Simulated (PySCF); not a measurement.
Homolysis of single bonds, series Al CH3-H. Gas-phase values, no solvent. Strings in code marks are SMILES.

Method: PySCF 2.14.0 with PBE0-D4/def2-TZVP. 

| species | dipole moment (D) |
|---|---|
| radical fragment (`[CH3][Al][CH3]`) | 0.43 |
| whole molecule (`[AlH]([CH3])[CH3]`) | [?] |
| whole molecule (`[AlH2][CH3]`) | 0.76 |
| whole molecule (`[AlH3]`) | 0.00 |

**Question.** Complete the blanks.

**Answer.** 
- whole molecule (`[AlH]([CH3])[CH3]`), dipole moment (D): 0.68
